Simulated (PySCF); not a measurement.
Indole, C8H7N.
Geometry (PBE0-D3(BJ)/def2-SVP, Å), atoms numbered from 1 in this order:
```xyz
16
C8H7N angstrom
C      2.212   -0.362   -0.007
C      1.965    1.018   -0.149
C      0.671    1.519   -0.163
C     -0.379    0.603   -0.033
N     -1.736    0.801   -0.013
C     -2.372   -0.407    0.138
C     -1.442   -1.411    0.219
C     -0.153   -0.793    0.112
C      1.170   -1.268    0.122
H      3.244   -0.720    0.000
H      2.807    1.706   -0.249
H      0.481    2.589   -0.273
H     -2.195    1.696   -0.095
H     -3.459   -0.459    0.178
H     -1.654   -2.471    0.340
H      1.371   -2.336    0.232
```

The closed-shell ground state was solved at several levels (PySCF, density fitting, gas phase, non-relativistic).

```
              level  basis functions  HOMO (eV)  LUMO (eV)  gap (eV)  dipole (D)
CAM-B3LYP/def2-SVPD              236      -7.15       0.62      7.77        2.15
   wB97X-D/pcSseg-1              188      -7.70       1.30      9.00        2.20
        B3LYP/pcJ-1              313      -5.76      -0.51      5.25        2.24
```

What might PBE0/pcSseg-1 (188 basis functions) give for the same quantities?

HOMO -5.99 eV, LUMO -0.37 eV, gap 5.62 eV, dipole 2.23 D.

Over all these levels, which gives the widest orbital gap and which the narrowest?

wB97X-D/pcSseg-1 (range-separated hybrid) has the widest, 9.00 eV, and B3LYP/pcJ-1 (global hybrid, 20 % exact exchange) the narrowest, 5.25 eV. Functional and basis both differ between the two, so the spread mixes both effects.

How far do the dipole and the HOMO energy spread over the levels?

The dipole runs from 2.15 to 2.24 D (mean 2.21 D) and the HOMO from -7.70 to -5.76 eV.
